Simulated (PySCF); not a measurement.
Stepwise substitution at one centre (Ge C2H5-I). All species are isolated molecules in the gas phase. One relaxed conformer stands for each flexible species; it need not be the lowest. Strings in code marks are SMILES.

Quantity: redistribution energy (mixed species minus the weighted end members), in kcal/mol.

A: 2 of 4 C2H5 replaced by I: `C[CH2][Ge]([I])([CH2]C)[I]` (C–C–Ge–I torsion 58°, I–Ge–C–C torsion -59°)
B: 3 of 4 C2H5 replaced by I: `C[CH2][Ge]([I])([I])[I]` (C–C–Ge–I torsion 180°)
C: 1 of 4 C2H5 replaced by I: `[CH2](C)[Ge]([CH2]C)([I])[CH2]C`

Question: Put the candidates in order of redistribution energy (mixed species minus the weighted end members), lowest first, for B3LYP/LANL2DZ // B3LYP-D3(BJ)/def2-SVP (PySCF).

Answer: A (-13.1 kcal/mol), C (-10.2 kcal/mol), B (-9.51 kcal/mol)
